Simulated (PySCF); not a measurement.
Spinor energies of Rh¹⁸⁺ (rhodium, charge +18)

Start: [Ar] 3d9; 3d3/2 filled at m_j = -1/2, +1/2, +3/2; 3d5/2 filled at m_j = -5/2, -3/2, -1/2, +1/2, +3/2, +5/2. Calculated with PySCF 2.14 in an even-tempered Gaussian basis (17 s from 1.9 bohr⁻², ratio 2.8; 13 p from 2.4 bohr⁻², ratio 2.8; 8 d from 2.4 bohr⁻², ratio 2.8; 4 f from 12 bohr⁻², ratio 3): generalised Hartree-Fock with the X2C-1e Hamiltonian and a Gaussian nucleus; one run each with spin-orbit coupling (SO) screened by Boettger's factors, then bare. This is a chosen level, not necessarily the ground level.

```tsv
spinor shell	electrons	ε, screened SO (eV)	ε, bare SO (eV)	weight of nominal j (bare SO)	rms radius, bare SO (bohr)
1s1/2	2	-23854.6	-23854.5	1.000	0.0374
2s1/2	2	-3966.7	-3966.8	1.000	0.153
2p1/2	2	-3701.4	-3706.4	1.000	0.133
2p3/2	4	-3556.7	-3554.6	1.000	0.138
3s1/2	2	-1118.8	-1118.8	1.000	0.409
3p1/2	2	-1011.5	-1012.4	0.995	0.402
3p3/2	4	-987.87	-987.50	0.997	0.412
3d3/2	3	-808.25	-809.16	0.968	0.382
3d5/2	6	-803.14	-802.58	0.984	0.386
```

| quantity | screened SO | bare SO |
| --- | --- | --- |
| E (hartree) | -4644.14212 | -4644.18445 |
| M_J | 3/2 | 3/2 |
| ⟨J²⟩ | 3.750 | 3.750 |
| ⟨L²⟩ | 6.008 | 6.009 |
| ⟨S²⟩ | 0.757 | 0.758 |

Each row is a mean over spinors that exchange with the open shell spreads, by up to 12.687 eV (3p1/2).

Breit and QED terms are absent; they matter most for the inner s and p1/2 levels.

Densities and radii are taken from the X2C orbitals without a picture-change correction, which distorts them close to the nucleus.
